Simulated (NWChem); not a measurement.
Species: C2H5Al; SMILES [AlH2][CH]=C

```xyz
8

Al     0.0740     1.1994     0.0001
H      1.6451     1.4591    -0.0019
H     -0.9574     2.4107     0.0022
C     -0.5203    -0.6534     0.0001
C      0.3753    -1.6565     0.0000
H     -1.5811    -0.9423     0.0004
H      0.0847    -2.7157     0.0004
H      1.4571    -1.4685    -0.0004
```
Atoms are numbered in this order, from 1.

Coordinates come from a PBE0/def2-SVP optimisation.

 Unshifted, non-relativistic core excitations; the lowest 4 roots alone, so stronger bands may lie above.

Task: List the first Al K-edge excitations from PBE/6-311G** (spherical d), restricted-window TDA (NWChem).

Result: 
| state | energy (eV) | dipole oscillator strength | leading excitation (squared amplitude) |
|---|---|---|---|
| S1 | 1503.8 | 0.0032 | 1s of atom 1 or its equivalents → LUMO (1.00) |
| S2 | 1505.7 | 0.0007 | 1s of atom 1 or its equivalents → LUMO+1 (1.00) |
| S3 | 1506.5 | 0.0001 | 1s of atom 1 or its equivalents → LUMO+2 (0.99) |
| S4 | 1507.0 | 0.0003 | 1s of atom 1 or its equivalents → LUMO+3 (0.99) |
